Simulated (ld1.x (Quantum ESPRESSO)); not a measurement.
Results of a calculation; reference values are marked as such.
Pseudopotentials across the periodic table

Generated with ld1.x 7.5 (TM, RRKJ, ultrasoft, PAW), atompaw 4.2 or ONCVPSP 4.0.1. The cutoff is in Ry: for ld1.x and atompaw files where the sum of valence levels is converged to 10 mRy in a Bessel basis, for ONCV files where the hardest occupied wave has 1 mHa per electron of residual kinetic energy. The error is the largest all-electron minus pseudo excitation energy over each file’s own four to seven test configurations (ionisations up to +4, promotions, holes and added fractions of an electron), all of which were solved. The labels leave out finer settings (local radius, basis sizes, second energies), which also bear on the numbers. Spin-polarised tests are not counted. The rows are a selection from randomly drawn settings: files with unsolved tests, undetermined cutoffs or missed reference levels are left out.

A true bound ghost makes a file unfit for plane-wave use even where its test errors are small: the radial tests pick states by their node count and pass the ghost by.

```tsv
element	potential	cutoff (Ry)	largest error (meV)	bound ghosts
B	TM, LDA (PZ), scalar-relativistic, rc 1.10/2.54 (sp), local p, core correction no, reference 2s1.75 2p1.25	21	+220	none
F	PAW, PBE, scalar-relativistic, rc 0.60/1.50/1.55 (spd), local smoothed, core correction yes, reference 2s2 2p5	100	-69	none
Ar	TM, PBEsol, scalar-relativistic, rc 1.10/1.05/1.00 (spd), local smoothed, core correction yes, reference 3s2 3p6	90	+242	none
Nb	TM, PBE, scalar-relativistic, rc 3.40/1.80/2.10 (spd), local d, core correction no, reference 4p6 4d4 5s1 5p0	35	+55	s
```

(1) Fill in the row for Te: TM, PBE, fully relativistic, rc 1.80/2.35/1.05 (spd), local s, core correction no, reference 4d10 5s2 5p4.

(2) Fill in the row for K: TM, PBEsol, scalar-relativistic, rc 1.14/2.10/2.35 (spd), local smoothed, core correction no, reference 3s2 3p6 3d0 4s0 4p0.

(3) Fill in the row for Se: TM, LDA (PZ), scalar-relativistic, rc 1.25/1.45 (sp), local smoothed, core correction yes, reference 4s2 4p2.

Results:

(1) cutoff 120 Ry, largest error +22 meV, bound ghosts: none.

(2) cutoff 80 Ry, largest error +65 meV, bound ghosts: none.

(3) cutoff 50 Ry, largest error -95 meV, bound ghosts: s, d.
